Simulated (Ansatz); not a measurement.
A search over several starts for the lowest SCF solution of ScAlN₂ at the given spin, in a small basis.

```yaml
crystal:
  periodic: [false, false, false]
  atoms:
    - {symbol: Al, position_ang: [-1.254018, -0.376107, -0.524235]}
    - {symbol: Sc, position_ang: [1.347839, 0.404191, 0.563419]}
    - {symbol: N, position_ang: [-0.567586, 0.885346, 0.580692]}
    - {symbol: N, position_ang: [0.473775, -0.913441, -0.619866]}
basis:
  gaussian: {orbitals: def2-SVP, initial_orbitals: start.molden}
magnetization: {spin_polarized: true, initial_magnetization: 4}
hamiltonian: {xc: pbe0, dispersion: d4}
output: {orbitals: {seedname: orbitals}}
```

The file start.molden holds the orbitals of an earlier run on this structure, at another level or in another basis.

```sh
$ ansatz run in.yaml --threads 4 --pin off --events-out ev --progress --plain --max-ram 3916MiB
```

Output, abridged:

```
Functional definition: PBE0
786 factors; integrals over basis functions are off by at most 6.8e-4 eV
mean field evaluation 1: about -30254.3261 eV, gradient 4.2e0 eV
mean field evaluation 2: about -30254.4259 eV, gradient 8.9e-2 eV
mean field evaluation 4: about -30254.4997 eV, gradient 1.2e-3 eV
mean field evaluation 8: about -30244.1046 eV, gradient 4.5e1 eV
mean field evaluation 16: about -30254.4977 eV, gradient 2.5e-1 eV
mean field evaluation 32: about -30254.4997 eV, gradient 1.2e-5 eV
mean field -30254.49972051 eV, -1111.8323574923 hartree, gradient 1.8e-5 eV, S^2 6.060545; 5 other end points of the search recorded, 0 dependent functions left out
reference -30254.49975753 eV, -1111.8323588526 hartree; 26, 22 occupied and 51, 55 virtual orbitals, 786 factors
Total energy: -30254.59860526 eV, -1111.8359914400 hartree
```

Hardware: 4 threads of Arm Neoverse V2 on a shared host. Wall time 3.3 s.

At PBE0-D4/def2-TZVP a singlet of charge 0 lies 1.41 eV below the quintet, each at its own geometry. The structure comes from a short search, and lower isomers may exist.
